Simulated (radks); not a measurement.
Values are calculated unless marked as measured or tabulated.
The strontium ion Sr+, [Kr] 5s1. Code: a radial shooting solver on a logarithmic mesh with Libxc functionals. Model: non-relativistic Kohn-Sham, LDA (Slater exchange, Perdew-Wang correlation), spin-polarised, spherical densities, point nucleus. Every spin shell is full or empty, so the densities are truly spherical. Functionals are evaluated on that one density, not self-consistently. Rank these orbital-free kinetic functionals by their error against the exact value of the orbitals, and give that value: Thomas-Fermi, von Weizsacker, TF + vW, TF + vW/9, LC94, Perdew 92, LKT, Ernzerhof.

Answer. Exact: 3126.79 hartree. From best to worst, with 100 (|E| - |E exact|)/|E exact| (equal figures are ties): LC94 +0.05, Ernzerhof -0.38, Perdew 92 -0.70, TF + vW/9 -0.71, Thomas-Fermi -5.76, LKT +21.29, TF + vW +39.71, von Weizsacker -54.53.
